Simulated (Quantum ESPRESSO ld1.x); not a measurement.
Results of a calculation; reference values are marked as such.
These are the eigenvalues of the occupied orbitals of an atom or ion with whole-number occupations (hartree). Level of theory: non-relativistic Kohn-Sham, LDA (Slater exchange, VWN5 correlation), spin-unpolarised, spherical densities, point nucleus (ld1.x of Quantum ESPRESSO 7.5).

1s: -747.337
2s: -106.132
2p: -98.1786
3s: -19.6816
3p: -16.5885
3d: -10.8867
4s: -3.99825
4p: -3.06820
4d: -1.59357
5d: -0.58326

Which element is it, and in what charge state? The configuration may be excited.

Answer. Z = 43, technetium, charge +3: Tc3+ in [Ar] 3d10 4s2 4p5 4d4 5d1. The list shows which subshells hold electrons but not how many an open one holds; the 1s level, -747.34 hartree, gives Z - s = 38.7 by -(Z - s)^2/2, which with screening narrows Z to a few neighbours, and the depths of the outer levels then fix element, charge and occupations together.
